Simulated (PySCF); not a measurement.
PySCF 2.14 output of an unrestricted PBEsol calculation on a single atom or ion in aug-cc-pVQZ-DK (9s8p6d4f3g2h, 140 functions), with scalar relativity by spin-free X2C-1e:

```
SCF conv_tol = 1e-09
number electrons alpha = 12  beta = 9
    J. P. Perdew, A. Ruzsinszky, G. I. Csonka, O. A. Vydrov, G. E. Scuseria, L. A. Constantin, X. Zhou, and K. Burke.,  Phys. Rev. Lett. 100, 136406 (2008)
    J. P. Perdew, A. Ruzsinszky, G. I. Csonka, O. A. Vydrov, G. E. Scuseria, L. A. Constantin, X. Zhou, and K. Burke.,  Phys. Rev. Lett. 100, 136406 (2008)
cycle= 1 E= -946.727451290604  delta_E= -0.0115  |g|= 0.0361  |ddm|= 5.29
cycle= 2 E= -946.727585033521  delta_E= -0.000134  |g|= 0.0197  |ddm|= 0.203
cycle= 3 E= -946.727703215963  delta_E= -0.000118  |g|= 0.00429  |ddm|= 0.102
cycle= 4 E= -946.727706627528  delta_E= -3.41e-06  |g|= 0.0011  |ddm|= 0.0148
cycle= 5 E= -946.727706843571  delta_E= -2.16e-07  |g|= 0.000211  |ddm|= 0.00292
cycle= 6 E= -946.727706851025  delta_E= -7.45e-09  |g|= 6.48e-05  |ddm|= 0.000408
cycle= 7 E= -946.727706851816  delta_E= -7.9e-10  |g|= 2.75e-06  |ddm|= 0.00052
converged SCF energy = -946.727706851816  <S^2> = 3.7503327  2S+1 = 4.0001664
```

The run itself started from symmetry-adapted Hartree-Fock orbitals and held the occupation by maximum overlap, on a logarithmic radial grid, so the iterations belong to that start.

Question: Which element, charge and spin multiplicity is this?

Answer: V²⁺ (vanadium, charge +2), multiplicity 4; the state was [Ar] 3d2 4p1, one real determinant (an excited configuration).

⟨L²⟩ = 13.92 against 20 for a pure G term, so this real determinant mixes terms.
